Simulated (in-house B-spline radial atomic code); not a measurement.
The numbers below are computed, except where a source is named.
Weak and strong correlation along the adiabatic connection

Two-electron singlets in several external potentials (atomic units), by full CI in B-splines with partial waves to l = 8 (correlation energies up to 0.6 % small). The repulsion is scaled by λ at fixed density; W(λ) is the mean repulsion less the Hartree energy, W(0) = E_x, and the area under W from 0 to 1 is E_xc.

Relative drop (W(λ) − E_x)/E_x:

```csv
system,λ = 0.12,λ = 0.25,λ = 0.4,λ = 0.6,λ = 0.8,λ = 1
"−V exp(−r²/w²), V = 20.6, w = 3.92",0.0123,0.0248,0.0383,0.0549,0.0700,0.0837
"empty sphere, radius 4.85 bohr",0.0378,0.0718,0.1038,0.1376,0.1639,0.1849
"−V exp(−r²/w²), V = 1.02, w = 3.43",0.0284,0.0550,0.0812,0.1103,0.1342,0.1541
"−Z/r, Z = 6.75",0.0028,0.0058,0.0091,0.0136,0.0179,0.0221
"ω²r²/2 − Z/r, ω = 0.426, Z = 0.3",0.0213,0.0420,0.0632,0.0876,0.1086,0.1267
"−Z/r, Z = 3.22, wall at 2.74 bohr",0.0062,0.0128,0.0201,0.0294,0.0383,0.0468
"ω²r²/2 − Z/r, ω = 0.927, Z = -0.5",0.0186,0.0370,0.0562,0.0789,0.0987,0.1161
```

(1) Order the systems by how far second-order (GL2) theory, half the initial slope (estimated from the first points of each curve), overshoots the correlation energy, least first.
A. ω²r²/2 − Z/r, ω = 0.927, Z = -0.5
B. −V exp(−r²/w²), V = 20.6, w = 3.92
C. empty sphere, radius 4.85 bohr
D. −V exp(−r²/w²), V = 1.02, w = 3.43
E. −Z/r, Z = 3.22, wall at 2.74 bohr
F. −Z/r, Z = 6.75
G. ω²r²/2 − Z/r, ω = 0.426, Z = 0.3

(2) What else changes along this order?

## Answers

(1) F (GL2/E_c = 1.04), E (GL2/E_c = 1.09), B (GL2/E_c = 1.17), A (GL2/E_c = 1.25), G (GL2/E_c = 1.31), D (GL2/E_c = 1.41), C (GL2/E_c = 1.53).

(2) The ratio follows the bend of the curve. With it the leading natural occupation goes from 1.999 to 1.887 and −T_c/E_c from 0.96 to 0.65 between the first and the last.
